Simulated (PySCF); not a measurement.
Candidates: PO₂⁺, PS₂⁺, PSe₂⁺. Level: PBE0 in the def2-TZVP basis family, all electrons, no relativity, computed in PySCF with density fitting; open shells unrestricted.

One of them gave a singlet of D∞h symmetry with wavenumbers 298 (×2), 1140, 1623 cm⁻¹ and a HOMO–LUMO gap of 6.80 eV.

Question: Which molecule is it?
A. PO₂⁺
B. PSe₂⁺
C. PS₂⁺

Answer: A. That is PO₂⁺, with P–O 1.430 Å (×2). The others give PS₂⁺ 1.835 Å and 1021 cm⁻¹ for the highest mode; PSe₂⁺ 1.979 Å and 814 cm⁻¹ for the highest mode.

The structures come from searches over a few start shapes, so lower isomers are not excluded.
